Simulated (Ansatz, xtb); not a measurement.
**Isomers of C6H8BCl in order of energy**

5 gas-phase structures of C6H8BCl, from a drawn sample of its isomers (lower ones may exist). Each was relaxed with GFN2-xTB; where two conformers were screened, the lower at r2SCAN-D4/def2-SVP is listed:

A. `C=C(Cl)[C@@H]1BC=CC1`, a singlet
B. `CC#C/C=C(/C)BCl`, a singlet
C. `C=C1BC=CC[C@@H]1Cl`, a singlet
D. `C=C1C=C(Cl)CBC1`, a singlet
E. `ClB[C@@H]1C=C[C@@H]2C[C@H]12`, a singlet

Which do you expect lowest at r2SCAN-D4/def2-SVP, and how would the others follow?

Calculated order at r2SCAN-D4/def2-SVP: E (0.000), D (0.398), C (0.506), B (0.572), A (0.744) eV.

Energies above the lowest of each column, in eV; the last columns are at B3LYP/def2-SVP geometries (a dash: not run or not comparable):

| structure | GFN2-xTB | HF/STO-3G | r2SCAN-D4/def2-SVP | B3LYP/def2-SVP | CCSD(T)/def2-SVP + ΔMP2/def2-TZVPP |
| --- | --- | --- | --- | --- | --- |
| E | 0.000 | 0.000 | 0.000 | 0.000 | 0.000 |
| D | 0.786 | 0.683 | 0.398 | 0.326 | 0.415 |
| C | 1.182 | 0.704 | 0.506 | 0.386 | 0.400 |
| B | 0.944 | 1.211 | 0.572 | 0.248 | 0.474 |
| A | 1.163 | 0.992 | 0.744 | 0.633 | – |

Every level run on E puts it lowest or level with the lowest. CCSD(T)/def2-SVP + ΔMP2/def2-TZVPP orders those it was run on as E (0.000), C (0.400), D (0.415), B (0.474) eV. Less than 1 kcal/mol parts C and D, so the order within that pair means little. Flexible structures stand in one conformer each, not always the lowest. Frequencies (GFN2-xTB) were run for B, C, D, E alone. The ΔMP2 step shifts differences by up to 0.171 eV, which makes them less sure. ΔMP2 is the change of the MP2 energy from the smaller to the larger basis.

Over these structures GFN2-xTB departs from r2SCAN-D4/def2-SVP by 0.148 eV on average once a common shift is removed. A GFN2-xTB relaxation took about 0.15 s and the r2SCAN-D4/def2-SVP energy about 2.4 s on a shared host (Ansatz 0.2.0, xtb 6.7.1).
